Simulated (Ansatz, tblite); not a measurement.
Cost and result up the ladder for (OH)3Hf-NH-SiH3 (HfSiNO₃H₇) (13 atoms). Total charge 0; singlet. Geometry: PBE0-D4/def2-SVP.

Cartesian coordinates in Å:
```
Hf 0.400 0.453 -0.962
O 1.875 -0.786 -1.063
O 0.927 2.272 -1.338
O -1.017 -0.130 -2.135
N -0.298 0.487 0.982
Si -0.777 -0.869 1.949
H 2.526 -1.478 -1.150
H 1.267 3.062 -1.752
H -1.743 -0.457 -2.659
H -0.391 1.390 1.447
H 0.064 -1.060 3.177
H -0.630 -2.089 1.092
H -2.203 -0.796 2.411
```

Ansatz on 4 threads of Intel Xeon Platinum 8259CL on a shared host; xTB runs through tblite on one thread. Times are rough, summed over both states, and most runs start from the orbitals of an earlier one. PBE0-D4/def2-TZVP serves as the yardstick here, not as an exact answer. Differences are given only for rows in sets of like size (and for xTB, whose basis is part of the method), since another set adds its own error. The other state is a doublet.

In the def2 sets Hf takes a core potential; there is no spin–orbit coupling. The xTB rows come from tblite. Correlated methods freeze 9 core orbitals; core or outer-core shells of Hf are correlated, in sets that lack core-valence functions. The rows differ in basis, and correlated rows in double-zeta sets carry the largest basis error.

Correlated methods converge slowly with the basis, most of all in double-zeta sets.

Raw xTB energies of ions are shifted by several eV.

```tsv
level	functions	wall time	vertical IE (eV)	difference from PBE0-D4/def2-TZVP (eV)
GFN2-xTB	41	0.04 s	12.95	3.97
GFN1-xTB	48	0.047 s	13.86	4.88
PBE-D4/def2-TZVP (with forces)	243	10 s	8.66	-0.32
r2SCAN-D4/def2-TZVP	243	14 s	8.78	-0.20
PBE0-D4/def2-TZVP	243	15 s	8.98	0.00
CCSD(T)/def2-SVP	141	2.6 min	8.87	–
```
